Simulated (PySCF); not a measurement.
H11NSi4. Atoms are numbered in the order given.

```xyz
16

Si     2.1786     0.7951     1.1433
N      1.2747     0.6639    -0.3406
Si     0.7094    -0.7859    -1.1396
Si    -1.6244    -0.7420    -1.0256
Si    -1.9297     0.3377     1.0227
H      2.2304    -0.5622     1.7534
H      3.5754     1.2825     0.9276
H      1.5144     1.7480     2.0824
H      1.0293     1.5433    -0.7902
H      1.2109    -1.9422    -0.3424
H      1.2333    -0.9017    -2.5349
H     -2.2392    -2.1037    -1.0353
H     -2.2357     0.0687    -2.1239
H     -3.3319     0.2521     1.5284
H     -1.5657     1.7780     0.8746
H     -1.0183    -0.2788     2.0334
```
Charge 0, spin multiplicity 1.

Coordinates come from a ωB97X-D3(BJ)/def2-SVP optimisation. This is a generated structure with no PubChem entry under its InChIKey; it may be hypothetical. One conformer was computed; it need not be the lowest.

All values below come from PBE/pcSseg-1 (PySCF).

GIAO shieldings, no solvent; atoms listed in one row are averaged. δ = σ(ref) − σ: ²⁹Si against TMS (σ = 335.4 ppm); ¹⁵N against NH3 (σ = 267.0 ppm); ¹H against TMS (σ = 31.49 ppm), references at their B3LYP-D3(BJ)/def2-TZVP geometries, non-relativistic.

| nucleus | atoms | count | δ (ppm) |
|---|---|---|---|
| ²⁹Si | Si3 | 1 | -34.3 |
| ²⁹Si | Si1 | 1 | -43.3 |
| ²⁹Si | Si5 | 1 | -108.4 |
| ²⁹Si | Si4 | 1 | -117.6 |
| ¹⁵N | N2 | 1 | 6.6 |
| ¹H | H11 | 1 | 5.83 |
| ¹H | H10 | 1 | 5.37 |
| ¹H | H6, H7, H8 | 3 | 5.19 |
| ¹H | H14, H15, H16 | 3 | 3.88 |
| ¹H | H12, H13 | 2 | 3.79 |
| ¹H | H9 | 1 | -1.10 |
